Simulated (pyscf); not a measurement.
H₂B–CH₂–CH₃ → H₂B–CH₂–CH₃ (concerted two-bond exchange; singlet surface; C–H, B–C broken, B–C, C–H formed). PySCF, gas phase, ωB97X-D3(BJ)/def2-SVP geometries. MP2 and CC: frozen core, UHF for open shells. ΔMP2 is the change of the MP2 total energy from the triple- to the quadruple-zeta basis. Energies in kcal/mol from the reactant's lowest minimum found.

```
level                             barrier  reaction energy
--------------------------------  -------  ---------------
ωB97X-D3(BJ)/def2-TZVP               41.6              0.0
PBE/def2-TZVP                        34.9              0.0
PBE0-D3(BJ)/def2-TZVP                37.5              0.0
M06-2X/def2-TZVP                      [?]              0.0
ωB97M-D3(BJ)/def2-TZVP               40.4              0.0
CCSD/def2-TZVPP                      44.0              0.0
CCSD(T)/def2-TZVPP + ΔMP2(QZVPP)      [?]              0.0
```

Question: Some entries are withheld; supply them.

Answer: 
- M06-2X/def2-TZVP, barrier: 39.5
- CCSD(T)/def2-TZVPP + ΔMP2(QZVPP), barrier: 41.4

Of the functionals in the table, ωB97X-D3(BJ) is closest to CCSD(T)/def2-TZVPP + ΔMP2(QZVPP) in the barrier (0.2 kcal/mol apart) and PBE least close (6.5 kcal/mol); that level has limits of its own. On the reactant side the descent ends in a point that may be a rotor saddle (no frequency run), 1.2 kcal/mol over the lowest minimum found and 40.4 kcal/mol under the saddle at ωB97X-D3(BJ)/def2-TZVP. On the product side the descent ends in a point that may be a rotor saddle (no frequency run), 1.2 kcal/mol over the lowest minimum found and 40.4 kcal/mol under the saddle at ωB97X-D3(BJ)/def2-TZVP. H₂B–CH₂–CH₃ lies 15.0 kcal/mol over its isomer H₃C–BH–CH₃ (electronic energy, ωB97M-D3(BJ)/def2-TZVP). Another saddle between the same species, by other bonds, lies lower (22.8 kcal/mol against 40.4 kcal/mol at ωB97M-D3(BJ)/def2-TZVP). The CCSD(T) − MP2 part came from Ansatz, without density fitting, on the same reference.
